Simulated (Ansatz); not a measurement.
Born–Oppenheimer molecular dynamics of BH₃O₃ (7 atoms, charge 0, multiplicity 1). It goes on from the last frame of an earlier run, with new velocities.

Method: RKS PBE-D4/def2-SVPD in Ansatz.

| Property | Result |
| --- | --- |
| ensemble | NVT, Langevin thermostat |
| time step | 0.5 fs |
| steps asked | 166 |
| set temperature | 2000 K |
| friction | 0.02 /fs |
| temperature schedule | 41 steps to 2000 K, then 125 steps to 500 K |
| seed | 778761 |

First frame:

```xyz
7
Properties=species:S:1:pos:R:3
B 0.090 -0.301 0.088
O -0.095 -0.035 1.448
H -0.962 0.288 1.738
O 1.336 -0.240 -0.371
H 1.380 -0.762 -1.197
O -0.977 -0.486 -0.798
H -1.697 -1.026 -0.447
```

(1) How far do the bonds stretch over the last three quarters of this one trajectory? (Pairs bonded in most of those frames.)

Answers

(1) 
```tsv
bond	mean (Å)	spread (Å)	shortest	longest
B1–O2	1.424	0.078	1.29	1.56
B1–O4	1.372	0.049	1.28	1.47
B1–O6	1.376	0.048	1.28	1.47
O2–H3	0.973	0.032	0.91	1.05
O4–H5	0.986	0.045	0.89	1.08
O6–H7	0.993	0.067	0.87	1.11
```

Mean temperature of the second half: 1599 K. The schedule's set-point averaged 998 K over the second half and the system 1599 K, so it lags behind the ramp. A run of 0.083 ps of so small a system gives no equilibrium averages.

Time of the run: 100 s on 4 threads of Arm Neoverse V2 (shared host), peak memory 0.13 GiB.
